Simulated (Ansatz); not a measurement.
`BN([SiH3])[SiH2]F` and `BN([SiH3])[SiH2]Cl` differ in one atom or group.

Ansatz, PBE0-D4/def2-TZVP geometries, multiplicity 1. Each molecule was computed in one conformer, which needn't be the lowest.

```json
{"property": "HOMO energy (PBE0/def2-TZVPP) / eV", "`BN([SiH3])[SiH2]F`": "-8.91"}
{"property": "HOMO–LUMO gap (ωB97M-V/def2-TZVPP) / eV", "`BN([SiH3])[SiH2]F`": "12.13"}
{"property": "LUMO energy (PBE0/def2-TZVPP) / eV", "`BN([SiH3])[SiH2]F`": "-0.90"}
{"property": "HOMO energy (PBE/def2-TZVPP) / eV", "`BN([SiH3])[SiH2]F`": "-7.60"}
{"property": "HOMO–LUMO gap (PBE/def2-TZVPP) / eV", "`BN([SiH3])[SiH2]F`": "5.73"}
{"property": "LUMO energy (PBE/def2-TZVPP) / eV", "`BN([SiH3])[SiH2]F`": "-1.88"}
```

Q: What does the change do to each property? (An estimate is asked.)

A: The calculation gave: 
| property | `BN([SiH3])[SiH2]Cl` | shift |
| --- | --- | --- |
| HOMO energy (PBE0/def2-TZVPP) / eV | -8.79 | 0.12 |
| HOMO–LUMO gap (ωB97M-V/def2-TZVPP) / eV | 12.00 | -0.13 |
| LUMO energy (PBE0/def2-TZVPP) / eV | -0.89 | 0.01 |
| HOMO energy (PBE/def2-TZVPP) / eV | -7.53 | 0.07 |
| HOMO–LUMO gap (PBE/def2-TZVPP) / eV | 5.67 | -0.06 |
| LUMO energy (PBE/def2-TZVPP) / eV | -1.86 | 0.02 |
